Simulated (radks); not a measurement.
The lithium anion Li-, [He] 2s2, held by a Watson sphere: a shell of charge +1 at radius R that stands for the Madelung well of a crystal (potential energy -1/R inside, -1/r outside, in hartree with lengths in bohr). Method: scalar-relativistic Kohn-Sham, LDA (Slater exchange, Perdew-Wang correlation), spin-polarised, spherical densities, point nucleus; computed with a radial shooting solver on a logarithmic mesh with Libxc functionals. Response by self-consistent Sternheimer equations with the Hartree and adiabatic LDA kernel, the relativistic mass of each level held fixed and spin-orbit coupling left out. The sphere does not respond.

R (bohr)  e(1s) (eV)  e(2s) (eV)  <r> 2s (bohr)  sum of <r^2> (bohr^2)  X-ray form factor at sin(theta)/lambda = 0.2 1/angstrom  alpha (bohr^3)
1.58         -55.378      -4.732          3.109                  23.93                                                    1.783           78.90
1.9          -53.241      -4.622          3.196                  25.12                                                    1.759           84.49
2.09         -52.385      -4.545          3.255                  25.97                                                    1.746           88.78
2.18         -52.056      -4.506          3.285                  26.40                                                    1.740           91.06
2.37         -51.490      -4.418          3.351                  27.37                                                    1.729           96.40
2.82         -50.626      -4.194          3.515                  29.91                                                    1.710           111.7
3.95         -49.778      -3.617          3.931                  37.11                                                    1.700           164.1
